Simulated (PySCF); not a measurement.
Species: C5H13NSi2.
Numbering: `[CH2:1]=[CH:2][CH2:3][N:4]1[SiH2:5][CH2:6][CH2:7][SiH2:8]1` (hydrogens: H9, H10 on C1; H11 on C2; H12, H13 on C3; H14, H15 on Si5; H16, H17 on C6; H18, H19 on C7; H20, H21 on Si8)

Cartesian coordinates in Å at the PBE0-D3(BJ)/def2-SVP level; atoms count from 1:
```xyz
21
C5H13NSi2 angstrom
C      2.6763   -0.9650   -1.0899
C      1.6901   -1.1321   -0.2079
C      1.1540   -0.0509    0.6822
N     -0.2501    0.2257    0.4129
Si    -0.8475    0.6010   -1.1950
C     -2.5712    1.2258   -0.7287
C     -3.0144    0.4721    0.5419
Si    -1.4897    0.2981    1.6445
H      3.0192   -1.7817   -1.7306
H      3.1790    0.0016   -1.2018
H      1.1893   -2.1048   -0.1256
H      1.7734    0.8587    0.5633
H      1.2685   -0.3661    1.7354
H     -0.9000   -0.5917   -2.1011
H     -0.0035    1.6372   -1.8719
H     -3.3022    1.1323   -1.5483
H     -2.4783    2.3049   -0.5146
H     -3.3558   -0.5456    0.2850
H     -3.8582    0.9679    1.0488
H     -1.3168    1.4642    2.5755
H     -1.4953   -0.9345    2.4972
```

Computed at PBE0/pcSseg-1 (PySCF, non-relativistic), with Q(14N) = 0.02044 b: N4, 14N (I = 1): χzz = -3.929 MHz, η = 0.600.

(1) Find the zero-field quadrupole resonance frequencies of 14N at N4.

Answers

(1) From ν± = (3/4)|χ|(1 ± η/3) and ν0 = |χ|η/2: ν+ 3.536 MHz, ν− 2.357 MHz, ν0 1.179 MHz (nitrogen bridging silicon atoms).

In a crystal, neighbours and librations shift these lines. Isolated species at its PBE0-D3(BJ)/def2-SVP geometry (one conformer only). The basis is small and wasn't made for field gradients, so the couplings can be 20 % off.

The run behind these numbers computed NMR shieldings as well. The run took 80 s on one thread, Arm Neoverse N1 (aarch64) (shared host), and the process peaked at 0.91 GiB of memory.
